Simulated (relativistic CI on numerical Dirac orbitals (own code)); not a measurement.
## Re³⁺ (5d4) in a crystal field

Calculated by Dirac-Coulomb-Breit CI, separate exchange-only KLI orbitals for each configuration, model QED, one configuration in a parametric crystal field, unscaled Slater integrals (own radial code). With so little scaling, terms lie 10 to 35 % too far apart, which can change the order of excited levels.

Field parameters in Wybourne normalisation: Oh B⁴₀ = 21Dq, B⁴₄ = √(5/14) B⁴₀. The field is a parameter set, without covalency.

S is read from ⟨S²⟩ = S(S + 1).

Levels (cm⁻¹, degeneracy): 0 (1), 1822 (3), 3183 (2), 3688 (3), 4320 (1), 9628 (3), 9955 (3), 10423 (1), 11469 (2), 11509 (3), 12128 (3), 12707 (1).

Which field gives this pattern?
A. Oh, 10Dq = 35050 cm⁻¹
B. Oh, 10Dq = 12600 cm⁻¹
C. Oh, 10Dq = 23850 cm⁻¹
D. Oh, 10Dq = 7000 cm⁻¹

D. Oh, 10Dq = 7000 cm⁻¹, ground level with S = 1.81.
